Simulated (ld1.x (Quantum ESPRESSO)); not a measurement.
# boron, ultrasoft: configuration errors across variants

boron, ultrasoft, made with ld1.x (Quantum ESPRESSO) 7.5 (LDA (PZ), scalar-relativistic). Core [He], reference 2s2 2p1. Waves: 2s (bound): rcut 1.10, rcutus 1.30 bohr; 2s channel at 0.25 Ry: rcut 1.10, rcutus 1.30 bohr; 2p (bound): rcut 1.95, rcutus 2.10 bohr; 2p channel at 2.25 Ry: rcut 1.95, rcutus 2.10 bohr. Local part: all-electron potential smoothed inside 1.45 bohr (lloc = -2). Core correction: Bessel-smoothed model core inside 0.85 bohr. Augmentation charge: PSQ, inside the norm-conserving radii.

All-electron excitation energies from the reference (eV): (1) 2s2 2p0 8.327; (2) 2s1 2p0 33.631; (3) 2s2 2p0.5 2.943; (4) 2s2 2p1.3 -0.772; (5) 2s1 2p2 5.686; (6) 2s0 2p3 11.401; (7) 2s1 2p1 14.283; (8) 2s2 2p1 spin -0.235; (9) 2s1 2p0 spin 32.903.

Spin tests fill each open shell by Hund’s rule, majority spin first.

1 further variants failed, have other tests or another functional or relativity, and are left out.

Errors AE − PS in meV (a dash: test not solved or not reliable):

```csv
change,(1),(2),(3),(4),(5),(6),(7),(8),(9),bound ghosts
base,-17,-37,-2.6,-0.2,+3.3,+13,+8.8,-2.0,-40,none
"augmentation PSQ, radius 1.10 bohr",-1.0,+6.4,0.0,+0.1,+4.8,+20,+5.4,+1.4,+2.9,none
local potential all-electron potential smoothed inside 0.98 bohr (lloc = -2),-17,-37,-2.2,0.0,+3.3,+13,+12,-2.0,-40,none
"wave 2s channel at 0.25 Ry: rcut 1.10, rcutus 1.30 bohr becomes 2s channel at 0.47 Ry: rcut 1.10, rcutus 1.30 bohr",-17,-37,-2.6,-0.2,+3.3,+13,+8.8,-2.0,-40,none
core correction Bessel-smoothed model core inside 0.58 bohr,-19,-42,-2.8,-0.2,+2.8,+11,+8.7,-4.3,-47,none
```

**Question.** Give the same row for: type TM semilocal; waves now 2s (bound): rc 1.30 bohr; 2p (bound): rc 2.10 bohr; local potential the p channel.

**Answer.** +19, +79, +2.2, +0.1, +1.9, +8.9, -6.9, +6.2, +79; bound ghosts: none.
